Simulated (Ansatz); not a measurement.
**A correction line for PBE-D4/def2-TZVPP: vertical ionisation energy**

The vertical ionisation energy (cation less neutral) in eV of 6 Ge-containing molecules: x at PBE-D4/def2-TZVPP, y at CCSD(T)/def2-TZVPP. Shapes, held fixed at every level: PBE0-D4/def2-TZVP. Flexible molecules stand in one conformer, not always the lowest. Programs: Ansatz 0.2.0.

```
                                               molecule  x (eV)  y (eV)
     Ge4SiH10 (SMILES [SiH2]1[GeH2][GeH2][GeH2][GeH2]1)    8.86    9.30
Ge2Si4H14 (SMILES [SiH3][SiH2][GeH2][GeH2][SiH2][SiH3])    8.93    9.40
    Ge2Si3H10 (SMILES [SiH2]1[SiH2][GeH2][GeH2][SiH2]1)    8.96       ?
      Ge2Si3H12 (SMILES [SiH3][GeH2][SiH2][SiH2][GeH3])    9.12    9.59
               Ge4H10 (SMILES [GeH3][GeH2][GeH2][GeH3])    9.13    9.53
             Ge3SiH10 (SMILES [SiH3][GeH2][GeH2][GeH3])    9.16    9.54
```

Fit y = c + s·x to the known rows and predict y for Ge2Si3H10.


1. Means of the 5 rows: x = 9.0400, y = 9.472.
2. Σ(Δx)² = 0.0734, Σ(Δx·Δy) = 0.0617, so the slope is 0.0617/0.0734 = 0.8406.
3. Intercept: 9.472 − (0.8406) × 9.0400 = 1.873. The largest residual of the fit is 0.051.
4. Ge2Si3H10: 1.873 + 0.8406 × 8.96 = 9.40 eV.

CCSD(T)/def2-TZVPP gives 9.38 eV, so the prediction is off by +0.02 eV, within the largest residual. Uncorrected, PBE-D4/def2-TZVPP misses Ge2Si3H10 by -0.42 eV, and the other rows by 0.43 on average. The line removes about 95 % of this miss. Left out in turn, the other rows are missed by 0.05 eV on average, so much of the error is systematic among these molecules. Cations run unrestricted. Relativity is left out for Ge. Outer-core shells of Ge are correlated, in sets that cover them unevenly.
